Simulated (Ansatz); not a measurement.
The cluster Pt2Au3⁺. Total charge 1; singlet. Geometry PBE-D4/def2-SVP; atoms count from 1.

Cartesian coordinates in Å:
```
Pt -0.918 0.683 1.724
Pt 0.151 -0.522 -0.114
Au 1.902 1.054 -1.311
Au -0.625 -1.814 2.115
Au -0.509 0.598 -2.414
```

In the def2 sets Au, Pt take a core potential; there is no spin–orbit coupling. The restricted singlet is unstable towards broken spin symmetry in Hartree–Fock (as tested in another run); at PBE0-D4/def2-TZVP this wasn't settled. The structure comes from a short search, and lower isomers may exist.

Estimate the Mulliken populations from the PBE0/def2-TZVP orbitals of Ansatz.


```
atom  charge (e)  d electrons
 Pt1        0.09         8.93
 Pt2       -0.58         8.94
 Au3        0.47         9.84
 Au4        0.56         9.71
 Au5        0.47         9.84
```
Mulliken values depend strongly on the basis.

And the Mayer bond orders between heavy atoms (over 0.3)?

Pt1–Pt2 1.27 (2.44 Å); Pt1–Au4 0.83 (2.54 Å); Pt2–Au3 0.67 (2.64 Å); Pt2–Au4 0.50 (2.69 Å); Pt2–Au5 0.67 (2.64 Å); Au3–Au5 0.39 (2.69 Å).
